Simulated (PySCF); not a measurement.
**3-cyanophenol (N#Cc1cccc(O)c1, C₇H₅NO)**

Cartesian coordinates in Å; atom numbers follow the order of the lines, from 1:
```xyz
14

N     3.581   -1.840   -0.379
C     2.589   -1.252   -0.257
C     1.363   -0.526   -0.107
C     1.390    0.846    0.169
C     0.183    1.528    0.310
C    -1.032    0.865    0.181
C    -1.057   -0.508   -0.095
O    -2.260   -1.099   -0.210
C     0.143   -1.205   -0.239
H     2.345    1.363    0.269
H     0.189    2.599    0.525
H    -1.982    1.391    0.290
H    -2.146   -2.037   -0.399
H     0.140   -2.277   -0.454
```

Computed, not measured: PySCF, TDDFT CAM-B3LYP/aug-cc-pVDZ excited states, vertical, gas phase. Geometry: PBE0-D3(BJ)/def2-SVP.

(1) How strongly do the lowest singlets absorb one photon, and two photons of half the energy?

Answers

(1) δ for parallel linear polarisation; σ at the peak of a Lorentzian of half width 0.1 eV, single beam; Ω is circular over linear.
| state | E (eV) | f | photon λ (nm) | δ (au) | σ (GM) | Ω | main |
| --- | --- | --- | --- | --- | --- | --- | --- |
| S1 | 4.80 | 0.068 | 517 | 15.8 | 0.13 | 1.50 | HOMO→LUMO 0.79, HOMO−1→LUMO+3 0.09 |
| S2 | 5.56 | 0.085 | 446 | 18.6 | 0.21 | 1.04 | HOMO−1→LUMO 0.53, HOMO→LUMO+3 0.34 |
| S3 | 5.88 | 0.000 | 422 | 2.5 | 0.03 | 1.50 | HOMO→LUMO+1 0.87 |
| S4 | 6.39 | 0.634 | 388 | 35.4 | 0.53 | 1.12 | HOMO→LUMO+3 0.57, HOMO−1→LUMO 0.35 |
| S5 | 6.47 | 0.000 | 383 | 22.1 | 0.34 | 1.50 | HOMO→LUMO+2 0.84 |
| S6 | 6.65 | 0.000 | 373 | 0.17 | 0.00 | 1.50 | HOMO−2→LUMO 0.83 |

Among these, the strongest one-photon state is S4, the strongest two-photon state S4, with a dipole change of 0.8 D (relaxed, norm of the difference vector).
